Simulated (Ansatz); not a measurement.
Consider the ligand exchange at the Si–C bond: `C=C[SiH](F)Br` + CH₃NH₂ → `CN[SiH](F)Br` + `C=C`.

Calculated with Ansatz (gas phase, PBE0-D4/def2-TZVP geometries, no zero-point term in ΔE). CCSD(T)/CBS is the MP2 limit (def2-TZVPP, def2-QZVPP) plus CCSD(T) − MP2 in def2-TZVPP, frozen cores. This one scheme is used for every species. Functionals use def2-TZVPP. For Br outer-core shells are correlated without core-valence functions, which leaves a few kJ/mol of doubt a bond. Scalar relativity is left out up to krypton. Each species was taken in one conformer, which may not be the lowest.

```json
{"level": "r2SCAN-D4", "ΔE (kcal/mol)": "-15.4"}
{"level": "HF/CBS(def2)", "ΔE (kcal/mol)": "-16.7"}
```

Problem. What does CCSD(T)/CBS give? (Estimate.)

Solution. The calculation gave: -15.8 kcal/mol. The listed levels differ from it by 0.4, -0.9 kcal/mol.

Largest T1 diagnostic among the species: 0.011.

In def2-TZVPP, CCSD(T) changes the Hartree–Fock value by +1.0 kcal/mol (the triples alone add +0.3 kcal/mol) and MP2 by +0.8 kcal/mol.
